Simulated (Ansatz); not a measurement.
Stepwise reaction of tantalum pentafluoride with water, as a gas-phase model of exchange steps in deposition or etching. ΔE in kJ/mol.

Gas-phase electronic energies from Ansatz, PBE0-D4/def2-TZVP geometries. CCSD(T)/CBS adds triple-zeta CCSD(T) − MP2 to the extrapolated MP2 energy (def2 sets, frozen cores). This one scheme is used for every species. Functionals use def2-TZVPP. B3LYP here is the variant with VWN-RPA as its local correlation; programs differ in this. Elements past krypton have def2 core potentials. For Ta outer-core shells are correlated without core-valence functions, which leaves a few kJ/mol of doubt a bond. Each species was taken in one conformer, which may not be the lowest.

| step | reaction | PBE-D4 | B3LYP-D4 | ωB97M-V | CCSD(T)/CBS |
| --- | --- | --- | --- | --- | --- |
| 1 | `[F][Ta]([F])([F])([F])[F]` + H₂O → `[OH][Ta]([F])([F])([F])[F]` + H–F | 37.9 | 36.1 | 36.5 | 31.0 |
| 3 | `[OH][Ta]([OH])([F])([F])[F]` + H₂O → `[OH][Ta]([OH])([OH])([F])[F]` + H–F | 34.4 | 33.8 | 33.2 | 26.5 |
| 4 | `[OH][Ta]([OH])([OH])([F])[F]` + H₂O → `[OH][Ta]([OH])([OH])([OH])[F]` + H–F | 49.6 | 49.4 | 49.2 | 44.1 |
| 5 | `[OH][Ta]([OH])([OH])([OH])[F]` + H₂O → `[OH][Ta]([OH])([OH])([OH])[OH]` + H–F | 57.6 | 59.0 | 59.9 | 52.8 |

Give the row of step 2, `[OH][Ta]([F])([F])([F])[F]` + H₂O → `[OH][Ta]([OH])([F])([F])[F]` + H–F. (An estimate is asked.)

Computed: 
```
step                                                                  reaction  PBE-D4  B3LYP-D4  ωB97M-V  CCSD(T)/CBS
   2  `[OH][Ta]([F])([F])([F])[F]` + H₂O → `[OH][Ta]([OH])([F])([F])[F]` + H–F    37.0      35.9     35.6         30.3
```

By hand: ΔE of the 5 steps together at CCSD(T)/CBS.

(31.0) + (30.3) + (26.5) + (44.1) + (52.8) = 184.7 kJ/mol, or 36.9 kJ/mol a step.

In ΔE step 3 is the lowest and step 5 the highest. All are uphill at CCSD(T)/CBS. PBE-D4 differs from CCSD(T)/CBS by 4.8 to 7.9 kJ/mol a step. Isolated molecules leave out the surface, adducts and barriers. Largest T1 diagnostic: 0.018.
